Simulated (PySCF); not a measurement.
Dipole response of Fe⁺ (iron, charge +1)

[Ar] 3d5 4s2, high-spin 6S determinant (an excited configuration). All numbers are calculated (PySCF 2.14, scalar relativity by spin-free X2C-1e, in aug-cc-pVTZ-DK (8s7p5d3f2g, 93 functions)). Coupled (time-dependent) response in atomic units; α is the mean over directions.

```
method  mean α (bohr³)  C₆ (like pair)  S(−4)
  TPSS           32.85           217.0  579.7
```

S(−4) is the Cauchy moment in α(ω) = α(0) + S(−4) ω² + …

α(iu) at TPSS:

```json
{"u (hartree)": "0", "α(iu) (bohr³)": "32.85"}
{"u (hartree)": "0.0500", "α(iu) (bohr³)": "31.48"}
{"u (hartree)": "0.100", "α(iu) (bohr³)": "28.11"}
{"u (hartree)": "0.200", "α(iu) (bohr³)": "20.17"}
{"u (hartree)": "0.300", "α(iu) (bohr³)": "14.16"}
{"u (hartree)": "0.500", "α(iu) (bohr³)": "7.848"}
{"u (hartree)": "0.750", "α(iu) (bohr³)": "4.672"}
{"u (hartree)": "1.00", "α(iu) (bohr³)": "3.232"}
{"u (hartree)": "1.50", "α(iu) (bohr³)": "1.940"}
{"u (hartree)": "2.00", "α(iu) (bohr³)": "1.348"}
{"u (hartree)": "3.00", "α(iu) (bohr³)": "0.7895"}
{"u (hartree)": "5.00", "α(iu) (bohr³)": "0.3767"}
```

A single London oscillator, α(iu) = α/(1 + u²/ω²), gives C₆ = (3/4) ω α². Matching the computed C₆ needs ω = 4 × 217.0 / (3 × 32.85²) = 0.268 hartree.

For an ion, C₆ is the dispersion term alone; charge-induced terms of lower order in 1/R come first.
